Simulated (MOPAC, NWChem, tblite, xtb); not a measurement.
## How methods differ on GeH2OF2 (SMILES [OH][GeH]([F])[F])

The species is GeH2OF2 (6 atoms), meant as a singlet with charge 0. As SMILES, `[OH][GeH]([F])[F]`. The shape is that of a PBE0-D4/def2-TZVP optimisation. This is one conformer, not always the lowest.

```xyz
6

O     0.0864    1.0490   -0.9099
Ge    0.0759   -0.1023    0.3968
F     1.0428   -1.4591   -0.0315
F    -1.5023   -0.7681    0.5564
H    -0.2077    0.6880   -1.7510
H     0.5468    0.5284    1.6929
```

Quantity: the dipole moment, in D. The values are calculated.

```csv
level,kind,program,value (D),CPU time
PM6,semi-empirical,MOPAC,2.07,under 2 s
PM7,semi-empirical,MOPAC,2.86,under 2 s
GFN1-xTB,semi-empirical,xtb,1.12,under 2 s
IPEA1-xTB,semi-empirical,tblite,2.03,under 2 s
HF/STO-3G,Hartree–Fock,NWChem,0.33,3.3 s
HF/3-21G,Hartree–Fock,NWChem,1.03,3.9 s
PBE/def2-SVP,GGA,NWChem,1.09,30 s
B3LYP/6-31G* (spherical functions),global hybrid,NWChem,1.02,32 s
B3LYP/6-31G* (Cartesian functions),global hybrid,NWChem,1.01,33 s
```

All-electron rows without a relativistic Hamiltonian named are non-relativistic. The values span 0.33 to 2.86 D. Magnitudes only. Sets without polarisation functions give poor dipoles. CPU times are rough (shared hosts, several kinds of processor and program).
